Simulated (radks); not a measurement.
Results of a calculation; reference values are marked as such.
Correlation energies from several functionals, in hartree. Species: Te34+ [Ar]; N3+ [He] 2s2; Lu3+ [Xe] 4f14; Eu [Xe] 4f7 6s2. Code: a radial shooting solver on a logarithmic mesh with Libxc functionals. Model: non-relativistic Kohn-Sham, exchange-only B88, spin-polarised, spherical densities, point nucleus. Every spin shell is full or empty, so the densities are truly spherical. Functionals are evaluated on that one density, not self-consistently.

functional     Te34+        N3+     Lu3+       Eu
PW92         -2.1407   -0.29209  -7.1106  -6.1708
Chachiyo     -2.1237   -0.28616  -7.0309  -6.0874
PBE         -0.87989  -0.098619  -4.1272  -3.5196
LYP         -0.93087   -0.11999  -3.7128  -3.2438
P86          -1.2297   -0.11432  -4.6434  -3.9829
AM05         -1.9593   -0.25623  -6.6845  -5.7772
TPSS        -0.88510   -0.10047  -4.1268  -3.5217
revTPSS     -0.89480   -0.10525  -4.1616  -3.5606
